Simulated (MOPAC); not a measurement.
Input file for MOPAC: PM7 on ClFGeH2 (SMILES [F][GeH2][Cl]), a point of a bond scan (R = 2.581 Å).

```
PM7 1SCF PRECISE CHARGE=0 THREADS=1
ClFGeH2

Ge    -0.48721924 1    -0.28782149 1     0.04175761 1
F     -1.17043530 1     1.31354765 1     0.03434333 1
Cl     2.07042853 1     0.00791831 1    -0.13746510 1
H     -0.82640627 1    -0.91124549 1     1.39620161 1
H     -0.99927659 1    -0.99707760 1    -1.21242615 1
```

The log:

```
*******************************************************************************
 **                                                                           **
 **                              MOPAC v23.2.5                                **
 **                                                                           **
 *******************************************************************************
 ** MOPAC's Digital Object Identifier: https://doi.org/10.5281/zenodo.6511958 **
 **                                                                           **
 ** Please cite the open-source release paper for use of this MOPAC version:  **
 ** J. E. Moussa and J. J. P. Stewart (2026)                                  **
 ** MOPAC: An open-source semiempirical molecular orbital program             **
 ** J. Open Source Softw., 11(119), 8025, https://doi.org/10.21105/joss.08025 **
 *******************************************************************************

                              PM7 CALCULATION RESULTS

 *******************************************************************************
 *  PM7        - The PM7 Hamiltonian to be used
 *
 *
 *
 *                 CHARGE ON SYSTEM = 0
 *
 *
 *
 *  PRECISE    - TIGHTER CRITERIA TO BE USED
 *  1SCF       - DO 1 SCF AND THEN STOP
 *  THREADS=1  - MULTI-THREADING NOT USED
 *  T=         - A TIME OF 172800.0 SECONDS REQUESTED
 *  DUMP=N     - RESTART FILE WRITTEN EVERY 7200.0 SECONDS REQUESTED
 *******************************************************************************
PM7 1SCF PRECISE CHARGE=0 THREADS=1
 ClFGeH2

   ATOM   CHEMICAL          X               Y               Z
  NUMBER   SYMBOL      (ANGSTROMS)     (ANGSTROMS)     (ANGSTROMS)

     1      Ge         -0.48721924  *  -0.28782149  *   0.04175761  *
     2       F         -1.17043530  *   1.31354765  *   0.03434333  *
     3      Cl          2.07042853  *   0.00791831  *  -0.13746510  *
     4       H         -0.82640627  *  -0.91124549  *   1.39620161  *
     5       H         -0.99927659  *  -0.99707760  *  -1.21242615  *



          CARTESIAN COORDINATES

    NO.       ATOM           X           Y           Z

     1        Ge         -0.4872     -0.2878      0.0418
     2         F         -1.1704      1.3135      0.0343
     3        Cl          2.0704      0.0079     -0.1375
     4         H         -0.8264     -0.9112      1.3962
     5         H         -0.9993     -0.9971     -1.2124

 General Reference for PM7:
 "Optimization of Parameters for Semiempirical Methods VI: More Modifications to the
 NDDO Approximations and Re-optimization of Parameters", J. J. P. Stewart, J. Mol. Mod., 1:32, 19 (2013)
 https://link.springer.com/article/10.1007/s00894-012-1667-x

           Empirical Formula: H2 Ge F Cl  =     5 atoms



      MOLECULAR POINT GROUP   :   Cs


      RHF CALCULATION, NO. OF DOUBLY OCCUPIED LEVELS = 10


 -------------------------------------------------------------------------------
 PM7 1SCF PRECISE CHARGE=0 THREADS=1
 ClFGeH2



     1SCF WAS SPECIFIED, SO BFGS WAS NOT USED
     SCF FIELD WAS ACHIEVED


                              PM7 CALCULATION
                                                       MOPAC v23.2.5 Linux




          FINAL HEAT OF FORMATION =        -46.83476 KCAL/MOL =    -195.95665 KJ/MOL


          COSMO AREA              =        109.71 SQUARE ANGSTROMS
          COSMO VOLUME            =         96.79 CUBIC ANGSTROMS

          IONIZATION POTENTIAL    =         10.702190 EV
          HOMO LUMO ENERGIES (EV) =        -10.702 -2.402
          NO. OF FILLED LEVELS    =         10
          MOLECULAR WEIGHT        =        129.0572         POINT GROUP:  Cs

          MOLECULAR DIMENSIONS (Angstroms)

            Atom       Atom       Distance
           Cl     3    F     2     3.49820
            H     5    H     4     2.61576
            H     5    F     2     2.01023


          SCF CALCULATIONS        =          1





   ATOM   CHEMICAL          X               Y               Z
  NUMBER   SYMBOL      (ANGSTROMS)     (ANGSTROMS)     (ANGSTROMS)

     1      Ge         -0.48721924  *  -0.28782149  *   0.04175761  *
     2       F         -1.17043530  *   1.31354765  *   0.03434333  *
     3      Cl          2.07042853  *   0.00791831  *  -0.13746510  *
     4       H         -0.82640627  *  -0.91124549  *   1.39620161  *
     5       H         -0.99927659  *  -0.99707760  *  -1.21242615  *

                             CARTESIAN COORDINATES

   1   Ge       -0.487219240    -0.287821490     0.041757610
   2    F       -1.170435300     1.313547650     0.034343330
   3   Cl        2.070428530     0.007918310    -0.137465100
   4    H       -0.826406270    -0.911245490     1.396201610
   5    H       -0.999276590    -0.997077600    -1.212426150


           Empirical Formula: H2 Ge F Cl  =     5 atoms



      MOLECULAR POINT GROUP   :   Cs


                  EIGENVALUES
 -38.31305 -24.37137 -18.68503 -15.28482 -14.88989 -13.36221 -12.41382 -11.29938
 -10.77733 -10.70219  -2.40245  -1.12183   0.87843   1.47817  72.06855  72.15833
  72.20541  72.74134  72.74275


              NET ATOMIC CHARGES AND DIPOLE CONTRIBUTIONS

  ATOM NO.   TYPE          CHARGE      No. of ELECS.   s-Pop       p-Pop       d-Pop
    1         Ge           0.507388        3.4926     1.20227     2.29034
    2          F          -0.451513        7.4515     1.95680     5.49472
    3         Cl          -0.354031        7.3540     1.99733     5.35397     0.00273
    4          H           0.149078        0.8509     0.85092
    5          H           0.149078        0.8509     0.85092
 DIPOLE           X         Y         Z       TOTAL
 POINT-CHG.    -3.477    -4.930     0.393     6.046
 HYBRID         0.127     0.715    -0.032     0.727
 SUM           -3.350    -4.215     0.361     5.396


          ATOMIC ORBITAL ELECTRON POPULATIONS

     Atom    s        px        py        pz      x^2-y^2     xz        z^2       yz        xy
    1 Ge   1.20227   0.63873   0.57472   1.07689
    2  F   1.95680   1.86925   1.63796   1.98750
    3 Cl   1.99733   1.37931   1.98154   1.99311   0.00178   0.00009   0.00062   0.00001   0.00023
    4  H   0.85092
    5  H   0.85092

 **********************
 *                    *
 * JOB ENDED NORMALLY *
 *                    *
 **********************




 == MOPAC DONE ==
```

The run finished.

Cost: very roughly 0.020 core-seconds.
